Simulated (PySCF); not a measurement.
## Where the electron goes

Species: C4H5FN2.
Structure used (PBE0-D3(BJ)/def2-SVP), in Å, numbered top down from 1:
```xyz
12
C4H5FN2 angstrom
C     -1.6080    0.0264    0.9400
N     -0.3712   -0.0859    0.2116
C      0.4623    0.9268   -0.1416
C      1.4949    0.3177   -0.8256
F      2.5469    0.9112   -1.3644
C      1.1982   -1.0562   -0.8346
N      0.0548   -1.2746   -0.1955
H     -2.0157   -0.9860    1.0365
H     -1.4391    0.4473    1.9426
H     -2.3283    0.6586    0.3995
H      0.2757    1.9676    0.1095
H      1.7659   -1.8740   -1.2749
```

Theory: PySCF, TDDFT wB97X-D/def2-SVPD, vertical, gas phase, core orbitals frozen in the response.

Kohn–Sham orbitals with the atoms that hold most of them (Löwdin shares over 4%, at most four atoms; ? is withheld):

| orbital | ε (eV) | atoms |
| --- | --- | --- |
| LUMO+2 | 2.94 | C4 34%, F5 22%, C6 12%, C3 7% |
| LUMO+1 | 2.24 | C1 34%, C3 15%, H9 11%, H10 11% |
| LUMO | 1.89 | N7 24%, C3 20%, N2 18%, C6 11% |
| HOMO | -8.89 | ? |
| HOMO-1 | -9.35 | ? |
| HOMO-2 | -10.47 | N7 61%, C6 12%, N2 10%, C4 4% |
| HOMO-3 | -12.86 | F5 32%, C3 16%, C4 15%, C6 12% |

**Question.** Give the leading atoms of the HOMO-1.

**Answer.** N7 (bonded to C and N) 24%; C6 (bonded to C, N and H) 23%; C3 (bonded to C, N and H) 20%; N2 (bonded to 2 C and N) 19%. By element: carbon 43% or more, nitrogen 43%.

**Question.** Which atoms hold the HOMO, and with what shares?

**Answer.** C4 (bonded to 2 C and F) 28%; N2 (bonded to 2 C and N) 17%; C3 (bonded to C, N and H) 14%; F5 (bonded to C) 13%. By element: carbon 41% or more, nitrogen 17% or more, fluorine 13%.

**Question.** The HOMO–LUMO gap is 10.77 eV. Where does the response calculation put the lowest singlet, and from which orbitals?

**Answer.** S1 is at 6.40 eV (f = 0.137), 4.38 eV below the gap, made of HOMO→LUMO (87%). 

**Question.** Give energy, strength and leading configuration of S1, S2, S3 and S6, and follow the Löwdin shares of the leading atoms from the occupied to the empty orbital.

**Answer.** 
- S1 (6.40 eV, f 0.137), HOMO→LUMO (87%): C4 28% → at most 12%, N2 17% → 18%, N7 at most 14% → 24%, C3 14% → 20%
- S2 (6.94 eV, f 0.0061), HOMO-2→LUMO (94%): N7 61% → 24%, C6 12% → 11%, C3 at most 5% → 20%
- S3 (6.97 eV, f 0.095), HOMO-1→LUMO (84%): N7 24% → 24%, C6 23% → 11%, C3 20% → 20%
- S6 (7.55 eV, f 0.0028), HOMO-1→LUMO+1 (85%): N7 24% → at most 12%, C6 23% → at most 12%, C1 at most 15% → 34%, C3 20% → 15%

Löwdin shares depend on the basis, the more so with diffuse functions.
